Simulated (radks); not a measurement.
Ionisation of neutral iodine, [Kr] 4d10 5s2 5p5, to [Kr] 4d10 5s2 5p4 as the strength of local exchange is varied. All-electron calculation, scalar-relativistic Kohn-Sham, Slater X-alpha exchange (alpha = 2/3 is LDA exchange), no correlation, spin-polarised, spherical densities, point nucleus; open shells are filled with parallel spins first (spin-orbit coupling, left out, can overturn this in heavy ions). Program: a radial shooting solver on a logarithmic mesh with Libxc functionals.

alpha  E(I) (hartree)  exchange (hartree)  IE (eV)  -e of the level emptied (eV)  <r> of it (bohr)
0.618     -7093.09537          -157.35334    9.004                    5.307 (5p)             2.549
0.66      -7103.82451          -168.29181    9.378                    5.653 (5p)             2.522
0.688     -7110.98596          -175.60133    9.631                    5.889 (5p)             2.504
0.835     -7148.69731          -214.20210   11.014                    7.188 (5p)             2.417
0.924     -7171.62216          -237.75672   11.893                    8.024 (5p)             2.369
?         -7105.61422          -170.11790    9.441                    5.712 (5p)             2.517

Which alpha was used in the last row?

Answer. alpha = 0.667. NIST Atomic Spectra Database: 10.451 eV (measured). The Delta-SCF value meets it near alpha = 0.78. Open shells are spherical and high-spin; term and fine-structure splittings are not resolved. Spin-orbit splitting is averaged out at the scalar-relativistic level.
